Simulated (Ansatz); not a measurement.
System: C₅H₁₁O, charge 0, multiplicity 2. It need not be the lowest isomer of its formula. SMILES: O[CH]CCCC
Structure (B3LYP-D3(BJ)/def2-TZVP (Ansatz, a program for electronic structure) minimum search):
```
C
H 1 1.0944
H 1 1.0946 2 106.13
C 1 1.5261 2 109.71 3 118.34
H 4 1.0950 1 109.17 2 64.22
H 4 1.0952 5 106.05 1 -117.55
C 4 1.5260 5 109.58 6 -118.19
H 7 1.0916 4 111.50 5 58.12
H 7 1.0925 8 107.76 4 122.11
H 7 1.0927 8 107.76 9 115.77
C 1 1.5427 2 108.90 3 -117.45
H 11 1.0937 1 109.13 2 -62.58
H 11 1.0997 12 105.98 1 116.68
C 11 1.4859 12 108.62 13 117.69
O 14 1.3731 11 119.30 12 -169.12
H 15 0.9649 14 109.33 11 27.33
H 14 1.0821 15 111.46 16 177.16
```
Charge 0, spin multiplicity 2.

Quantity: atomisation energy (electronic, to ground-state atoms); the coupled-cluster value holds the core correlation from cc-pwCVTZ, in kJ/mol. Correlated levels leave the core frozen unless marked. Open shells are spin-unrestricted. Spin-orbit coupling is left out. Non-relativistic. CBS marks a two-point X^-3 extrapolation of the correlation energy; Hartree-Fock from the larger set. [CCSD(T)-MP2]/basis is that difference in the basis named.

Level to compare with: RI-MP2/CBS(cc-pVTZ,cc-pVQZ)+[CCSD(T)-MP2]/cc-pVTZ plus the core term (Ansatz), 6680.5 kJ/mol. It is a level with limits of its own, and the differences hold the functionals' basis error too.

Rank these functionals by how close they come to RI-MP2/CBS(cc-pVTZ,cc-pVQZ)+[CCSD(T)-MP2]/cc-pVTZ, closest first: PBE0/def2-TZVPD (Ansatz); r2SCAN/def2-TZVPD (Ansatz); revPBE/def2-TZVPD (Ansatz).

PBE0/def2-TZVPD (global hybrid, 6678.6 kJ/mol, difference -1.9), r2SCAN/def2-TZVPD (meta-GGA, 6671.4 kJ/mol, difference -9.1), revPBE/def2-TZVPD (GGA, 6544.1 kJ/mol, difference -136.4)
